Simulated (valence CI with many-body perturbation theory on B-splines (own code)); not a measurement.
Br³⁺: calculated level list

Level of theory: configuration interaction combined with many-body perturbation theory (CI+MBPT): four valence electrons over a frozen Dirac-Fock core [Ar] 3d10, a basis of 11 s, 11 p, 9 d, 7 f, 5 g, 2 h, 1 i functions for each j, with the one-electron correlation potential Σ1 (screened to all orders), the two-electron term Σ2, the three-electron term Σ3, Breit, model QED; selected single and double excitations, second order for the rest, scaled by the run's own slope (own B-spline code, finite nucleus).

No measured spectrum was set against this ion. As an estimate, levels hold to about 250 cm⁻¹ or 0.2 % of their energy and the worst to 1 %, as in measured heavy ions of charge 2 to 7; those with d or f electrons hold less well. Core correlation moves these levels by up to 6900 cm⁻¹, and in measured spectra 5 to 20 % of such shifts remained as error; rates that hang on mixing are uncertain with them. Among the levels kept, up to 470 cm⁻¹ of a level comes from second order outside the variational space, and about a tenth of that is noise between levels of different J, which matters for small intervals.

Levels 46 to 82 of 82, with energies above the lowest level, 4s²4p² ³P_0. "Leading %" is the weight of the configuration and term that name the level; weights of strongly mixed levels are sums over their largest components and can fall short. In the jj column 3d3/2^4 stands for four electrons in 3d with j = 3/2.

| No. | Configuration | Term | J | E (cm⁻¹) | Leading % | Leading jj | Second component | g |
| --- | --- | --- | --- | --- | --- | --- | --- | --- |
| 46 | 4s4p²4d | ⁵F | 2 | 242680 | 94 | 4s 4p1/2 4p3/2 4d3/2 (45 %) |  | 1.015 |
| 47 | 4s4p²4d | ⁵F | 3 | 243732 | 92 | 4s 4p1/2 4p3/2 4d3/2 (41 %) | 5 % 4s4p²4d ⁵D | 1.262 |
| 48 | 4p⁴ | ¹D | 2 | 244131 | 56 | 4p1/2 4p3/2^3 (49 %) | 31 % 4s4p²4d ¹D | 1.029 |
| 49 | 4s4p²4d | ⁵F | 4 | 245251 | 92 | 4s 4p1/2 4p3/2 4d5/2 (63 %) | 4 % 4s4p²4d ⁵D | 1.356 |
| 50 | 4s4p²4d | ⁵F | 5 | 247264 | 96 | 4s 4p3/2^2 4d5/2 (56 %) |  | 1.399 |
| 51 | 4s4p²4d | ⁵D | 0 | 249679 | 96 | 4s 4p1/2 4p3/2 4d3/2 (78 %) |  |  |
| 52 | 4s4p²4d | ⁵D | 1 | 249842 | 95 | 4s 4p1/2 4p3/2 4d3/2 (59 %) |  | 1.488 |
| 53 | 4s4p²4d | ⁵D | 2 | 250154 | 92 | 4s 4p1/2 4p3/2 4d3/2 (35 %) |  | 1.483 |
| 54 | 4s4p²4d | ⁵D | 3 | 250649 | 88 | 4s 4p3/2^2 4d3/2 (23 %) | 4 % 4s4p²4d ⁵F | 1.481 |
| 55 | 4s4p²4d | ⁵D | 4 | 251565 | 88 | 4s 4p1/2 4p3/2 4d5/2 (50 %) |  | 1.481 |
| 56 | 4s4p²4d | ³F | 2 | 256858 | 73 | 4s 4p1/2 4p3/2 4d5/2 (32 %) | 15 % 4s²4p4f ³F | 0.677 |
| 57 | 4s4p²4d | ³F | 3 | 257679 | 35 | 4s^2 4p1/2 4f5/2 (32 %) | 24 % 4s²4p4f ³G | 0.989 |
| 58 | 4s²4p4f | ¹F | 3 | 258185 | 42 | 4s^2 4p1/2 4f5/2 (46 %) | 23 % 4s²4p4f ³G | 0.962 |
| 59 | 4s²4p4f | ³F | 4 | 258815 | 31 | 4s^2 4p1/2 4f7/2 (59 %) | 31 % 4s²4p4f ³G | 1.160 |
| 60 | 4s4p²4d | ³F | 3 | 260761 | 39 | 4s^2 4p1/2 4f7/2 (41 %) | 15 % 4s²4p4f ³F | 1.066 |
| 61 | 4s²4p4f | ³F | 2 | 261012 | 60 | 4s^2 4p1/2 4f5/2 (63 %) | 13 % 4s4p²4d ³F | 0.734 |
| 62 | 4s4p²4d | ³F | 4 | 261713 | 59 | 4s 4p3/2^2 4d5/2 (42 %) | 24 % 4s²4p4f ³G | 1.194 |
| 63 | 4s4p²4d | ⁵P | 3 | 263183 | 89 | 4s 4p1/2 4p3/2 4d5/2 (44 %) |  | 1.629 |
| 64 | 4s²4p4f | ³F | 3 | 263619 | 35 | 4s^2 4p3/2 4f5/2 (69 %) | 23 % 4s²4p4f ¹F | 1.000 |
| 65 | 4s²4p4f | ³G | 5 | 263663 | 73 | 4s^2 4p3/2 4f7/2 (73 %) | 21 % 4s4p²4d ³G | 1.202 |
| 66 | 4s²4p5d | ³F° | 2 | 263975 | 69 | 4s^2 4p1/2 5d3/2 (94 %) | 23 % 4s²4p5d ¹D° | 0.766 |
| 67 | 4s4p²4d | ⁵P | 2 | 264359 | 92 | 4s 4p1/2 4p3/2 4d3/2 (30 %) |  | 1.827 |
| 68 | 4s²4p4f | ³F | 4 | 264378 | 55 | 4s^2 4p3/2 4f7/2 (47 %) | 19 % 4s²4p4f ³G | 1.197 |
| 69 | 4s4p²4d | ⁵P | 1 | 264999 | 91 | 4s 4p3/2^2 4d3/2 (43 %) | 5 % 4s4p²5s ⁵P | 2.493 |
| 70 | 4s²4p5d | ³F° | 3 | 265659 | 67 | 4s^2 4p1/2 5d5/2 (85 %) | 19 % 4s²4p5d ³D° | 1.127 |
| 71 | 4s²4p5d | ³D° | 2 | 265715 | 34 | 4s^2 4p1/2 5d5/2 (90 %) | 28 % 4s²4p5d ³P° | 1.184 |
| 72 | 4s²4p5d | ³D° | 1 | 266755 | 72 | 4s^2 4p1/2 5d3/2 (86 %) | 13 % 4s²4p5d ³P° | 0.693 |
| 73 | 4s²4p4f | ³D | 3 | 267306 | 71 | 4s^2 4p3/2 4f7/2 (65 %) | 13 % 4s²4p4f ³F | 1.279 |
| 74 | 4s²4p4f | ³D | 2 | 268078 | 68 | 4s^2 4p3/2 4f5/2 (75 %) | 13 % 4s²4p4f ³F | 1.077 |
| 75 | 4s²4p6s | ³P° | 0 | 268723 | 94 | 4s^2 4p1/2 6s (94 %) |  |  |
| 76 | 4s²4p4f | ¹G | 4 | 268913 | 82 | 4s^2 4p3/2 4f5/2 (45 %) | 5 % 4s²4d² ¹G | 1.012 |
| 77 | 4s²4p6s | ³P° | 1 | 269045 | 69 | 4s^2 4p1/2 6s (93 %) | 25 % 4s²4p6s ¹P° | 1.364 |
| 78 | 4s²4p4f | ³D | 1 | 269182 | 90 | 4s^2 4p3/2 4f5/2 (90 %) |  | 0.499 |
| 79 | 4s²4p5d | ³F° | 4 | 270185 | 94 | 4s^2 4p3/2 5d5/2 (94 %) |  | 1.250 |
| 80 | 4s²4p5d | ¹D° | 2 | 270205 | 42 | 4s^2 4p3/2 5d3/2 (63 %) | 28 % 4s²4p5d ³D° | 1.016 |
| 81 | 4s²4p4f | ¹D | 2 | 270739 | 74 | 4s^2 4p3/2 4f7/2 (84 %) | 14 % 4s²4p4f ³D | 1.021 |
| 82 | 4s²4p5d | ³D° | 3 | 271056 | 70 | 4s^2 4p3/2 5d5/2 (53 %) | 24 % 4s²4p5d ³F° | 1.268 |

Names give the largest LS component (configuration and term), which can be under half, so a name can repeat, a term be missing and a line seem to break the LS rules; names also repeat where a configuration has a term twice.

Where two levels of one J and parity lie close, their mixing, g and order are uncertain.
